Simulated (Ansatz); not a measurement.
System: C₅H₉ (charge 0, doublet). It need not be the lowest isomer of its formula. SMILES: [C](=C(\C)CC)/[H]
Coordinates optimised at B3LYP-D3(BJ)/def2-TZVP (Ansatz, a quantum-chemistry and plane-wave program):
```
C
C 1 1.3090
H 2 1.0792 1 137.22
C 1 1.5081 2 122.36 3 -179.50
H 4 1.0882 1 111.25 2 3.69
H 4 1.0926 5 108.29 1 122.26
H 4 1.0939 5 108.69 6 116.06
C 1 1.5218 2 121.02 3 0.38
H 8 1.0911 1 109.32 2 -7.40
H 8 1.0958 9 106.81 1 116.82
C 8 1.5310 9 109.56 10 118.41
H 11 1.0907 8 111.75 9 -175.96
H 11 1.0915 12 107.97 8 122.01
H 11 1.0915 12 107.61 13 116.48
```
Charge 0, spin multiplicity 2.

Atomisation energy built up term by term with Ansatz (kcal/mol; UHF references for open shells; valence terms freeze the core; atomic spin-orbit terms are left out). CBS(X,Y): correlation extrapolated as X^-3; Hartree-Fock from the larger set.

The UHF reference is spin-contaminated (<S^2> 0.17 over the pure value in the largest basis). 

```
term                                          basis  kcal/mol
-----------------------  --------------------------  --------
Hartree-Fock                                cc-pVQZ   1013.62
CCSD correlation               CBS(cc-pVTZ,cc-pVQZ)    298.20
(T)                            CBS(cc-pVTZ,cc-pVQZ)     18.49
core correlation                          cc-pwCVTZ      5.53
scalar relativity (X2C)  cc-pVTZ-DK against cc-pVTZ     -0.88
sum: De                                                1334.9
```

(T) makes 1.4 % of the CCSD(T) atomisation energy; under 5 % is typical of single-reference molecules.
